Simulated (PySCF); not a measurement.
Run record: geometry optimisation, `[CH3][Al]([Br])[Br]`.

Method: PBE0-D3(BJ)/def2-SVP geometry optimisation, gas phase (PySCF 2.14.0). Start geometry: GFN2-xTB. The input is one job of a driver script: a line of settings, then coordinates in Å.

Command:
```bash
OMP_NUM_THREADS=1 python probes_run.py task.json out
```

Input:
```
{"job": {"xc": "PBE0", "basis": "def2-SVP", "d3": "d3bj", "grid": 1, "shake": 0.01, "kind": "geom"}, "charge": 0, "multiplicity": 1}
C     -0.986580    -0.046910     0.047110
Al     0.958870     0.025190    -0.050210
Br     2.083660     1.978780    -0.137500
Br     2.223940    -1.867370    -0.081050
H     -1.444000     0.975890     0.075870
H     -1.365930    -0.565300     0.919310
H     -1.436000    -0.529400    -0.823450
```

Q: What does the run print?

A: 
```
step   0  E = -5429.31925747  max force = 0.023447
step   1  E = -5429.31911031  max force = 0.016103
step   2  E = -5429.32038565  max force = 0.003415
step   3  E = -5429.32061180  max force = 0.002902
step   4  E = -5429.32065475  max force = 0.001250
step   5  E = -5429.32066229  max force = 0.000355
optimisation converged
```

Energies in Eh; «max force» is the largest Cartesian gradient component in Eh/bohr.

Q: At which steps does the energy rise by more than 1e-5 Eh?

A: At step 1 (+0.15 mEh).

Summary of the converged run: final energy -5429.32066 Eh after 5 steps; dipole 2.02 D.

Q: How long does this job take on Intel Xeon Platinum 8175M at 2.50 GHz, one thread, no GPU, shared host? And the peak memory of the process?

A: About 70 s, with 0.45 GiB resident at the peak, the Python interpreter and its libraries included.
Labels such as C1 count atoms from 1, the log's own numbers from 0.
